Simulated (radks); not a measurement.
The oxygen anion O2-, [Ne], held by a Watson sphere: a shell of charge +2 at radius R that stands for the Madelung well of a crystal (potential energy -2/R inside, -2/r outside, in hartree with lengths in bohr). Calculated with a radial shooting solver on a logarithmic mesh with Libxc functionals: scalar-relativistic Kohn-Sham, PBEsol, spin-polarised, spherical densities, point nucleus. Response by self-consistent Sternheimer equations with the Hartree and adiabatic LDA kernel, the relativistic mass of each level held fixed and spin-orbit coupling left out. The sphere does not respond.

R (bohr)  e(1s) (eV)  e(2s) (eV)  e(2p) (eV)  <r> 2p (bohr)  sum of <r^2> (bohr^2)  X-ray form factor at sin(theta)/lambda = 0.2 1/angstrom  alpha (bohr^3)
2.19         -506.59     -21.161      -7.049          1.535                  23.01                                                    6.003           17.66
2.83         -506.04     -19.125      -5.242          1.670                  27.53                                                    5.803           32.64
3.08         -505.78     -18.546      -4.687          1.718                  29.36                                                    5.758           41.14
3.18         -505.68     -18.341      -4.485          1.737                  30.11                                                    5.743           45.07
3.39         -505.47     -17.953      -4.097          1.776                  31.71                                                    5.718           54.48
3.82         -505.09     -17.310      -3.429          1.853                  35.17                                                    5.686           79.70
